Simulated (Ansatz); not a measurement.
Isolated molecules relaxed with PBE0-D4/def2-TZVP in Ansatz; ΔE leaves out vibrations. CCSD(T)/CBS adds triple-zeta CCSD(T) − MP2 to the extrapolated MP2 energy (def2 sets, frozen cores). Functionals use def2-TZVPP. B3LYP here is the variant with VWN-RPA as its local correlation; programs differ in this. Each species was taken in one conformer, which may not be the lowest.

`C#CCOC=C` + `C[SiH2]BS` → `C#CSB[SiH2]C` + `C=COC`  (substitution at a C–C bond)

| level | ΔE (eV) |
| --- | --- |
| B3LYP-D4 | 0.57 |
| PBE-QIDH | 0.35 |
| r2SCANh | 0.35 |
| RPA@PBE/def2-TZVPP | 0.47 |

Question: What does CCSD(T)/CBS give? (An estimate is asked.)

Answer: Computed: +0.49 eV. The listed levels differ from it by 0.08, -0.14, -0.14, -0.02 eV.

Question: What do rigid-rotor, harmonic-oscillator terms from PBE0-D4/def2-TZVP frequencies (298.15 K, 1 bar) make of the CCSD(T)/CBS value? (Estimate.)

Answer: Ansatz gave: ΔZPE = +0.05 eV, ΔH = +0.53 eV, ΔS = -14 J/(mol·K), ΔG = +0.57 eV. Modes under 50 cm⁻¹ make the entropy rough.

Largest T1 diagnostic among the species: 0.014.

From PBE to PBE0 (25 % exact exchange), in def2-TZVPP and without D4, ΔE moves by +0.08 eV. The D4 term adds −0.13 eV with B3LYP and −0.07 eV with PBE0; it sums over pairs of atoms, weighted by their polarisabilities, and B3LYP, whose exchange is more repulsive, gets the larger term.
